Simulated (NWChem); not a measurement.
Molecule: C3H3F; SMILES FC=C=C

Program: NWChem. Coordinates come from a PBE-D3(BJ)/def2-SVP optimisation. Level: PBE0/Sadlej pVTZ; rows give the wavelength of the field.

```json
[
 {"field": "static", "isotropic polarisability (bohr³)": "[?]", "anisotropy (bohr³)": "[?]"},
 {"field": "1065 nm", "isotropic polarisability (bohr³)": "42.6", "anisotropy (bohr³)": "36.5"},
 {"field": "589 nm", "isotropic polarisability (bohr³)": "43.8", "anisotropy (bohr³)": "38.6"}
]
```

Task: What belongs in the gaps?

Result: 
- static, isotropic polarisability (bohr³): 42.1
- static, anisotropy (bohr³): 35.7
